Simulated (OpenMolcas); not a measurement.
## Ge+: thermal populations, the spin-orbit constant, worked from levels

```json
{
  "Program": "OpenMolcas",
  "Basis": "ANO-RCC [10s9p8d5f2g]",
  "Scalar Hamiltonian": "DKH2, point nucleus",
  "Active space": "3 electrons in 8 orbitals (4s 4p 5s 5p)",
  "State averaging": "2S+1 = 4 odd, 1 root (0 in the spin-orbit step); 2S+1 = 2 odd, 3 roots; 2S+1 = 4 even, 3 roots; 2S+1 = 2 even, 6 roots",
  "Spin-orbit coupling": "state interaction with AMFI integrals over the reference wave functions, term energies averaged over their components"
}
```

Methods: CASSCF; SS-CASPT2, IPEA 0.25 Eh, imaginary shift 0.1 Eh (closed shells correlated: 3d). Measured levels: NIST Handbook of Basic Atomic Spectroscopic Data.

**Thermal populations.** Z = Σ (2J + 1) exp(-E/kT) with k = 0.695035 cm-1/K, over the levels below. No other level of either list lies under 62400 cm-1, which is above 7 kT at each temperature.

```tsv
Level	2J + 1	SS-CASPT2	measured
4s2 4p 2P* 1/2	2	0.0	0.0
4s2 4p 2P* 3/2	4	1465	1767
4s 4p2 4P 1/2	2	50500	51576
4s 4p2 4P 3/2	4	51070	52291
4s 4p2 4P 5/2	6	51990	53367
```

| T (K) | Z, SS-CASPT2 | Z, measured levels | Ground level (%), SS-CASPT2 | Ground level (%), measured levels |
| --- | --- | --- | --- | --- |
| 5000 | 4.624 | 4.406 | 43.3 | 45.4 |
| 8000 | 5.075 | 4.912 | 39.4 | 40.7 |
| 12000 | 5.381 | 5.258 | 37.2 | 38.0 |

At 12000 K, kT = 8340 cm-1, and the computed levels give Z = 2.000 + 3.356 + 0.005 + 0.009 + 0.012 = 5.381.

**The spin-orbit constant.** For the Hund term 2P* of p1, E(J) = (A/2) J(J+1) + constant and ζ = 2S·A = A. From J = 1/2 to J = 3/2 the energy changes by 1.5 A.

| Source | E(3/2) - E(1/2) | A | ζ |
| --- | --- | --- | --- |
| CASSCF | 1464.5 | 976.3 | 976 |
| SS-CASPT2 | 1464.5 | 976.3 | 976 |
| measured | 1767.4 | 1178.3 | 1178 |

All in cm-1. SS-CASPT2 is off by -17.1 % and CASSCF by -17.1 %. Both methods take the spin-orbit matrix elements from the reference wave functions, so the second can move ζ only through the term energies and any multistate remixing.

Over all roots computed the reference weight is 0.88 to 0.96 in SS-CASPT2; the roots of lowest weight are the least certain, and an intruder state may touch them. Some high roots are left out of the spin-orbit mixing, which shifts the levels that they would mix with. The run also gave levels led by 4s2 5s, which use shells meant for correlation; these and all levels above them are left out. Terms of s pⁿ other than that of highest spin mix with s² pⁿ⁻² d, which this space lacks; all of them can be thousands of cm-1 off, and some have no real level of that name. Without dynamic correlation excited terms often stand tens of per cent too high (terms of higher spin than the ground term too low), and those without a measured partner can miss by more than the paired ones (holds for CASSCF). Computed and measured levels are paired by configuration, term and J; levels that our copy of the source lacks, or whose pairing is in doubt (as where it misses far off the trend of its configuration), stay unpaired and out of the deviations. Levels of configurations outside the active space are missing.

* marks odd parity.
